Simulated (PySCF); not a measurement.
# Excitation energy of Nb²⁺ by level of theory

Nb²⁺ [Kr] 4d3 (4F) → Nb²⁺ [Kr] 4d2 5p1 (high-spin determinant), as a difference of total energies. Computed with PySCF 2.14 in x2c-TZVPPall (8s6p6d2f1g, 79 functions), with scalar relativity by spin-free X2C-1e. Correlated levels: valence: [Kr] frozen; valence and next inner shell: [Ar] 3d10 frozen. The calculations carry no spin-orbit coupling.

```
                                method  excitation energy (eV)
                                   UHF                   7.971
                                   LDA                   8.044
                                   PBE                   8.044
                                  PBE0                   8.189
                                r2SCAN                   8.258
                                   M06                   8.375
                                  BLYP                   7.894
                                 wB97X                   8.403
                               wB97M-V                   8.191
                         MP2 (valence)                   8.087
                     SCS-MP2 (valence)                   8.009
    MP2 (valence and next inner shell)                   8.203
SCS-MP2 (valence and next inner shell)                   8.151
```

**Question.** How much does correlation contribute at MP2 (valence and next inner shell)?

**Answer.** 8.203 − (7.971) = 0.232 eV, measured against UHF.

A first-order spin-orbit estimate (lowest level to lowest level, LS coupling) adds -0.094 eV.

The basis was made for the ground configuration and has no added diffuse functions, so the excitation energy can come out too high.

The determinant of the upper state mixes LS terms, which raises its energy above the lowest term, most at the Hartree-Fock and MP2 levels.
